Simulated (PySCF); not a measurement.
Frontier orbitals and the lowest excitations

Species: AlMe2I, C2H6AlI.
Geometry (PBE0-D3(BJ)/def2-SVP, Å), atoms numbered from 1 in this order:
```xyz
10
C2H6AlI angstrom
Al    -0.296   -0.510    0.001
C      1.650   -0.597   -0.003
H      2.056   -0.163    0.927
H      2.067   -0.005   -0.835
H      2.027   -1.627   -0.090
C     -1.342    1.134    0.005
H     -1.181    1.691   -0.935
H     -1.022    1.800    0.825
H     -2.421    0.951    0.109
I     -1.539   -2.674   -0.005
```

Theory: TDDFT CAM-B3LYP/def2-SVPD, vertical, gas phase, core orbitals frozen in the response, def2 core potentials past Kr (PySCF). Spin–orbit coupling is left out.

Frontier orbitals with the atoms that hold most of them (Löwdin shares over 4%, at most four atoms; ? is withheld):

```json
{"orbital": "LUMO+2", "ε (eV)": "1.21", "atoms": "I10 68%, Al1 13%, C6 4%, C2 4%"}
{"orbital": "LUMO+1", "ε (eV)": "0.12", "atoms": "Al1 58%, I10 15%, C6 6%, C2 6%"}
{"orbital": "LUMO", "ε (eV)": "?", "atoms": "Al1 48%, I10 23%, C6 11%, C2 11%"}
{"orbital": "HOMO", "ε (eV)": "-8.55", "atoms": "?"}
{"orbital": "HOMO-1", "ε (eV)": "-8.88", "atoms": "?"}
{"orbital": "HOMO-2", "ε (eV)": "-9.72", "atoms": "I10 56%, Al1 16%, C2 11%, C6 10%"}
{"orbital": "HOMO-3", "ε (eV)": "-9.81", "atoms": "C6 26%, C2 25%, Al1 20%, I10 11%"}
```

Question: Which atoms hold the HOMO, and with what shares?

Answer: I10 (bonded to Al) 80%; Al1 (bonded to 2 C and I) 8%; C2 (bonded to Al and 3 H) 5%; C6 (bonded to Al and 3 H) 5%. By element: iodine 80%, carbon 10%, aluminium 8%.

Question: Give the leading atoms of the HOMO-1.

Answer: I10 (bonded to Al) 88%; Al1 (bonded to 2 C and I) 10%.

Question: What is the LUMO energy, and the HOMO–LUMO gap?

Answer: ε(LUMO) = -0.05 eV; the gap is 8.50 eV (0.3123 hartree).

Question: How does S1 compare with the orbital gap of 8.50 eV?

Answer: S1 is at 5.19 eV (f = 0.0000), 3.30 eV below the gap, made of HOMO→LUMO (96%). Without the coupling terms of the response equations the lowest excitation would equal the gap.

Question: Give energy, strength and leading configuration of S1, S2, S3, S6 and S8, and follow the Löwdin shares of the leading atoms from the occupied to the empty orbital.

Answer: 
- S1 (5.19 eV, f 0.0000), HOMO→LUMO (96%): I10 80% → 23%, Al1 8% → 48%
- S2 (5.91 eV, f 0.055), HOMO-1→LUMO (93%): I10 88% → 23%, Al1 10% → 48%
- S3 (5.92 eV, f 0.089), HOMO→LUMO+1 (84%): I10 80% → 15%, Al1 8% → 58%
- S6 (6.25 eV, f 0.018), HOMO-2→LUMO (78%): I10 56% → 23%, Al1 16% → 48%
- S8 (7.19 eV, f 0.332), HOMO-2→LUMO+1 (85%): I10 56% → 15%, Al1 16% → 58%

Orbitals of the list HOMO-3 to LUMO+2 that lie within 0.01 eV of each other are written together with a slash and their weights summed (≥ marks a lower bound); for degenerate orbitals outside that list single weights are arbitrary.
